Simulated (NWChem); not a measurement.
# Spin states of AlF$_{2}$I

SMILES: [I][Al]([F])[F]
```xyz
4

Al     0.0000     0.0000     1.3589
F     -1.4160     0.0000     2.2108
F      1.4160     0.0000     2.2108
I      0.0000     0.0000    -1.0842
```
Charge 0, spin multiplicity 1.

Program: NWChem. All single points use one geometry, from B3LYP/def2-SVP with def2 effective core potentials on I, a minimum by its harmonic frequencies.

Basis set: def2-SVP. The gap is E(triplet) − E(singlet) at the geometry of the singlet, so a negative value puts the higher spin lower. Open shells are unrestricted, coupled cluster uses restricted open-shell references, and the singlet is the closed-shell solution. The triplet is the single determinant that the SCF runs reached, with unpaired electrons in orbitals of symmetry a1 and b1 (C2v labels); it need not be the lowest triplet, which in molecules with degenerate π orbitals can need several determinants.

| method | vertical singlet-triplet gap (kcal/mol) | relative cost | difference from CCSD(T) |
|---|---|---|---|
| M06-2X | 121.7 | 1 | -10.3 |
| PBE0 | 125.4 | under 3 | -6.6 |
| CR-CCSD(T) | 132.1 | 10 | +0.1 |
| HF | 128.2 | under 3 | -3.7 |
| B3LYP | 124.8 | under 3 | -7.2 |
| CCSD(T) | 132.0 | 10 | 0.0 |
| B2PLYP | 129.3 | under 3 | -2.7 |
| MP2 | 135.3 | under 3 | +3.3 |

The values span 13.6 kcal/mol, from M06-2X (lowest) to MP2 (highest). The cost column gives rough processor time relative to M06-2X; each entry includes its own SCF.

Effective core potentials replace the inner electrons of I; spin-orbit coupling is left out. The correlated methods keep 11 core orbitals frozen. B3LYP has NWChem's definition, with VWN1-RPA local correlation. The structure started from a generated list of species. The stability of the SCF solutions was not checked. Open-shell Hartree-Fock references start from PBE0 orbitals; any time given for them includes that run. Coupled-cluster values serve here as a point of comparison, not as the truth.
